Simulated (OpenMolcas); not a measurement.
**Sb+: thermal populations, the spin-orbit constant, worked from levels**

```yaml
Program: OpenMolcas
Basis: ANO-RCC-VTZP [7s6p4d2f1g]
Scalar_Hamiltonian: DKH2, point nucleus
Active_space: 2 electrons in 3 orbitals (5p)
State_averaging: 2S+1 = 3 even, 3 roots; 2S+1 = 1 even, 6 roots
Spin-orbit_coupling: RASSI with atomic mean-field integrals over the reference wave functions, term energies averaged over their components
```

Methods: CASSCF; SS-CASPT2, IPEA 0.25 Eh, imaginary shift 0.1 Eh (closed shells correlated: 4d 5s). Measured levels: NIST Handbook of Basic Atomic Spectroscopic Data.

**Thermal populations.** Z = Σ (2J + 1) exp(-E/kT) with k = 0.695035 cm-1/K, over the levels below. No other level of either list lies under 51700 cm-1, which is above 7 kT at each temperature.

| Level | 2J + 1 | SS-CASPT2 | measured |
| --- | --- | --- | --- |
| 5s2 5p2 3P0 | 1 | 0.0 | 0.0 |
| 5s2 5p2 3P1 | 3 | 2610 | 3055 |
| 5s2 5p2 3P2 | 5 | 5080 | 5658 |
| 5s2 5p2 1D2 | 5 | 12370 | 12790 |
| 5s2 5p2 1S0 | 1 | 23750 | 23906 |

```csv
T (K),"Z, SS-CASPT2","Z, measured levels","Ground level (%), SS-CASPT2","Ground level (%), measured levels"
3000,2.309,2.035,43.3,49.1
5000,3.718,3.354,26.9,29.8
8000,5.436,5.054,18.4,19.8
```

At 8000 K, kT = 5560 cm-1, and the computed levels give Z = 1.000 + 1.876 + 2.005 + 0.540 + 0.014 = 5.436.

**The spin-orbit constant.** For the Hund term 3P of p2, E(J) = (A/2) J(J+1) + constant and ζ = 2S·A = 2A. From J = 0 to J = 2 the energy changes by 3 A.

| Source | E(2) - E(0) | A | ζ |
| --- | --- | --- | --- |
| CASSCF | 5119.0 | 1706.3 | 3413 |
| SS-CASPT2 | 5084.4 | 1694.8 | 3390 |
| measured | 5658.2 | 1886.1 | 3772 |

All in cm-1. SS-CASPT2 is off by -10.1 % and CASSCF by -9.5 %. Both methods take the spin-orbit matrix elements from the reference wave functions, so the second can move ζ only through the term energies and any multistate remixing. Second-order mixing with other terms is absorbed into this ζ.

CASPT2 breaks the degeneracy within a term, and the mean is taken; among the terms shown or strongly mixed into the levels shown the widest spread is 120 cm-1 (5s2 5p2 1D, SS-CASPT2). With the s shell closed, the reference lacks s² → p² mixing. Computed and measured levels are paired by configuration, term and J; levels that our copy of the source lacks, or whose pairing is in doubt (as where it misses far off the trend of its configuration), stay unpaired and out of the deviations. Only configurations of the active space appear.
